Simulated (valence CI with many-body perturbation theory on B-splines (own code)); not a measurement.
The numbers below are computed, except where a source is named.
# Energy levels of Lu49+

Method: configuration interaction combined with many-body perturbation theory (CI+MBPT): four valence electrons over a frozen Dirac-Fock core [Ar], a basis of 9 s, 9 p, 10 d, 8 f, 5 g, 3 h, 1 i functions for each j, with the one-electron correlation potential Σ1 (screened to all orders), the two-electron term Σ2, the three-electron term Σ3, Breit, model QED; selected single and double excitations, second order for the rest (own B-spline code, finite nucleus).

The last digits are not significant, and no measured levels were compared; by estimate large intervals hold to a few tenths of a per cent, small ones and those within an open d or f shell to about a per cent. The list stops below the first excitations out of the core. Only levels of the ground parity were solved; by the run's estimate the other parity begins above the list, which can be wrong where configurations are misplaced.

Levels 1 to 31 of 31, with energies above the lowest level, (3d3/2^4) J=0. "Leading %" is the weight of the configuration and term that name the level; weights of strongly mixed levels are sums over their largest components and can fall short. In the jj column 3d3/2^4 stands for four electrons in 3d with j = 3/2.

```tsv
No.	Configuration	Term	J	E (cm⁻¹)	Leading %	Second component	Leading jj
1	3d4	3P	0	0	60	26 % 3d4 5D	3d3/2^4 (99 %)
2	3d4	5D	1	415040	58	42 % 3d4 3P	3d3/2^3 3d5/2 (99 %)
3	3d4	3F	4	507110	29	24 % 3d4 1G	3d3/2^3 3d5/2 (99 %)
4	3d4	5D	2	527010	36	17 % 3d4 3D	3d3/2^3 3d5/2 (93 %)
5	3d4	3F	3	554050	30	20 % 3d4 3G	3d3/2^3 3d5/2 (95 %)
6	3d4	5D	0	896770	66	22 % 3d4 1S	3d3/2^2 3d5/2^2 (98 %)
7	3d4	5D	2	904210	51	17 % 3d4 3F	3d3/2^2 3d5/2^2 (95 %)
8	3d4	3H	4	918720	40	36 % 3d4 5D	3d3/2^2 3d5/2^2 (98 %)
9	3d4	5D	3	934140	49	33 % 3d4 3G	3d3/2^2 3d5/2^2 (94 %)
10	3d4	3H	5	963600	67	33 % 3d4 3G	3d3/2^2 3d5/2^2 (100 %)
11	3d4	1I	6	985670	52	48 % 3d4 3H	3d3/2^2 3d5/2^2 (99 %)
12	3d4	3P	1	1000300	41	41 % 3d4 3D	3d3/2^2 3d5/2^2 (96 %)
13	3d4	3F	3	1027200	45	24 % 3d4 3D	3d3/2^2 3d5/2^2 (97 %)
14	3d4	3G	4	1028700	55	39 % 3d4 1G	3d3/2^2 3d5/2^2 (98 %)
15	3d4	3F	2	1043000	32	31 % 3d4 3D	3d3/2^2 3d5/2^2 (97 %)
16	3d4	3F	2	1138900	50	28 % 3d4 3P	3d3/2^2 3d5/2^2 (96 %)
17	3d4	3F	4	1179400	66	26 % 3d4 1G	3d3/2^2 3d5/2^2 (96 %)
18	3d4	1D	2	1273500	40	34 % 3d4 3P	3d3/2^2 3d5/2^2 (94 %)
19	3d4	3P	0	1386000	59	41 % 3d4 1S	3d3/2^2 3d5/2^2 (78 %)
20	3d4	5D	4	1404900	37	24 % 3d4 3H	3d3/2 3d5/2^3 (95 %)
21	3d4	3F	3	1414800	43	29 % 3d4 5D	3d3/2 3d5/2^3 (97 %)
22	3d4	3D	1	1454100	51	28 % 3d4 3P	3d3/2 3d5/2^3 (97 %)
23	3d4	3G	5	1459300	67	33 % 3d4 3H	3d3/2 3d5/2^3 (100 %)
24	3d4	3H	6	1464500	52	48 % 3d4 1I	3d3/2 3d5/2^3 (99 %)
25	3d4	3F	2	1523900	47	39 % 3d4 3P	3d3/2 3d5/2^3 (95 %)
26	3d4	3D	3	1539200	37	33 % 3d4 1F	3d3/2 3d5/2^3 (98 %)
27	3d4	1S	0	1605200	78	17 % 3d4 3P	3d3/2 3d5/2^3 (74 %)
28	3d4	3F	3	1653600	65	32 % 3d4 1F	3d3/2 3d5/2^3 (100 %)
29	3d4	3P	1	1657600	89	9 % 3d4 3D	3d3/2 3d5/2^3 (99 %)
30	3d4	1G	4	1659800	66	23 % 3d4 3F	3d3/2 3d5/2^3 (97 %)
31	3d4	1D	2	1692100	63	25 % 3d4 3P	3d3/2 3d5/2^3 (88 %)
```

The ionisation energy to 3d3 4F_3/2 of the next ion comes out as 4404.2 eV (NIST: 4403 ± 4 eV (theoretical)). All 31 levels together are meant to be complete up to 1833400 cm⁻¹.
